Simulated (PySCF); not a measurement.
Computed IR spectrum (relative IR intensity) of a molecule C5H11Si, multiplicity 2. Geometry: PBE-D3(BJ)/def2-SVP. Other conformers were not sampled. These are PBE-D3(BJ)/def2-SVP run with PySCF values and carry that method's errors. Frequencies are harmonic and unscaled.

```
ν (cm⁻¹)  relative intensity
--------  ------------------
344                      3.9
500                       17
555                       31
574                      2.5
665                       21
672                      4.9
715                       11
738                       11
798                       73
809                      100
832                       86
931                       26
972                      9.1
1005                     7.6
1207                      25
1213                      11
1319                     2.9
1368                     7.2
1379                     2.3
1387                     4.1
1392                     4.2
1615                     2.1
2971                     5.0
2974                     2.9
3040                      14
3053                      14
3071                     5.4
3073                     7.8
3075                     6.1
3132                      12
3155                     2.8
```

Task: Which molecule gave these data?
(A) [CH2][Si](C)(C)C=C
(B) C=[C][Si](C)(C)C
(C) [CH]=C[Si](C)(C)C

Result: A, [CH2][Si](C)(C)C=C
